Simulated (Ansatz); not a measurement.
```yaml
crystal:
  periodic: [false, false, false]
  atoms:
    - {symbol: C, position_ang: [-1.651395, 0.489272, 1.547473]}
    - {symbol: N, position_ang: [-0.432140, 0.228207, 1.383674]}
    - {symbol: Si, position_ang: [0.277305, -0.700824, 0.104361]}
    - {symbol: O, position_ang: [-0.800988, -1.407361, -0.933377]}
    - {symbol: Si, position_ang: [1.578158, 0.786953, -1.147114]}
    - {symbol: H, position_ang: [-2.452669, 0.121168, 0.889519]}
    - {symbol: H, position_ang: [-1.975439, 1.119086, 2.384345]}
    - {symbol: H, position_ang: [1.081016, -1.754277, 0.782842]}
    - {symbol: H, position_ang: [-1.128406, -2.280037, -0.711135]}
    - {symbol: H, position_ang: [2.598678, 1.434721, -0.281033]}
    - {symbol: H, position_ang: [0.709220, 1.840859, -1.737453]}
    - {symbol: H, position_ang: [2.273663, 0.067236, -2.248104]}
basis:
  gaussian: {orbitals: "6-31++G**"}
magnetization: {spin_polarized: true, initial_magnetization: 1}
hamiltonian: {xc: {name: BLYP}}
output: {forces: true}
```

```sh
$ ansatz run in.yaml --threads 4 --pin off --events-out ev --progress --plain --max-ram 10444MiB
```

How does Ansatz answer? (An estimate is asked.)

Computed: The program refused the input.
```
Error: a molecule whose nuclei and cores have a total charge of 56 cannot have a net charge of 0 together with 1 unpaired electrons
```
